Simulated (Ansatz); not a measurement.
Input file for ClH₃Se₃Zr (`[Cl][Zr]([SeH])([SeH])[SeH]`):

```yaml
crystal:
  periodic: [false, false, false]
  atoms:
    - {symbol: Cl, position_ang: [-2.798975, -0.604764, 0.517060]}
    - {symbol: Zr, position_ang: [-0.519597, -0.287761, 0.202935]}
    - {symbol: Se, position_ang: [0.340327, 1.786193, 1.412523]}
    - {symbol: Se, position_ang: [0.829582, -2.185648, 1.238628]}
    - {symbol: Se, position_ang: [0.019218, -0.064039, -2.288466]}
    - {symbol: H, position_ang: [-0.701668, 2.553416, 0.700228]}
    - {symbol: H, position_ang: [1.737031, -2.051224, 0.084580]}
    - {symbol: H, position_ang: [1.094091, 0.853827, -1.867489]}
basis:
  gaussian: {orbitals: def2-SVP}
correlation: {method: ccsd_t}
```

```sh
$ ansatz run in.yaml --threads 4 --pin off --events-out ev --progress --plain --max-ram 11315MiB
```

The program prints (abridged):

```
Functional definition: HF
1568 factors; integrals over basis functions are off by at most 8.4e-4 eV
mean field evaluation 1: about -209701.0788 eV, gradient 2.9e1 eV
mean field evaluation 2: about -209701.1089 eV, gradient 2.9e1 eV
mean field evaluation 4: about -209704.2742 eV, gradient 3.2e0 eV
mean field evaluation 8: about -209704.3461 eV, gradient 3.4e-1 eV
mean field -209704.34732665 eV, -7706.4926215426 hartree, gradient 2.9e-6 eV, S^2 0.000000; 0 other end points of the search recorded, 0 dependent functions left out
32 core orbitals not correlated: weight in the atoms' cores, before any rotation towards them, 1.000 or more for the frozen orbitals, at most 0.000 for the correlated occupied ones
reference -209704.34732665 eV, -7706.4926215426 hartree; 35, 35 occupied and 93, 93 virtual orbitals, 1568 factors
second order -30.00551825 eV of doubles, -0.00000000 eV of singles
cycle   1  -29.34705035 eV  change    6.6e-1 eV  update   1.9e-1
cycle   2  -30.12610108 eV  change   -7.8e-1 eV  update   8.6e-2
cycle   3  -30.39696353 eV  change   -2.7e-1 eV  update   3.9e-2
cycle   4  -30.36389692 eV  change    3.3e-2 eV  update   1.2e-2
cycle   5  -30.35882037 eV  change    5.1e-3 eV  update   4.8e-3
cycle   6  -30.36058146 eV  change   -1.8e-3 eV  update   1.8e-3
cycle   7  -30.36003936 eV  change    5.4e-4 eV  update   9.6e-4
cycle   8  -30.36019477 eV  change   -1.6e-4 eV  update   3.1e-4
cycle   9  -30.36047439 eV  change   -2.8e-4 eV  update   1.2e-4
cycle  10  -30.36044583 eV  change    2.9e-5 eV  update   4.3e-5
perturbative correction -1.08408335 eV, -0.0398393283 hartree
Total energy: -209735.79185583 eV, -7707.6481866760 hartree
```

Run time 20 s (4 threads of an Intel Xeon 6975P-C on a shared host); peak host memory 1.7 GiB.

Correlation energy per correlated electron: -0.449 eV. T1 diagnostic: 0.0153.
